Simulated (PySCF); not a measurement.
Electronic structure of B²⁺ (boron, charge +2) at the UHF level

Configuration: [He] 2s1, 2S determinant. Calculation: PySCF 2.14, in aug-cc-pCVQZ-DK (9s8p6d4f2g, 109 functions); scalar relativity by spin-free X2C-1e.

```
Total energy                        : -23.382570 hartree
One-electron energy                 : -27.7557 hartree
Hartree (Coulomb) energy            : 7.6059 hartree
Exchange energy                     : -3.2328 hartree
⟨S²⟩                                : 0.7500
⟨L²⟩                                : 0.000
Sum of ⟨r⟩                          : 2.286 bohr
Sum of ⟨r²⟩                         : 3.413 bohr²
Langevin diamagnetic susceptibility : -2.70 ×10⁻⁶ cm³/mol
```

| shell | electrons | mean orbital energy (eV) | rms radius, mean of both spins (bohr) |
| --- | --- | --- | --- |
| 1s α | 1 | -240.60 | 0.377 |
| 1s β | 1 | -238.85 | 0.377 |
| 2s α | 1 | -37.833 | 1.77 |
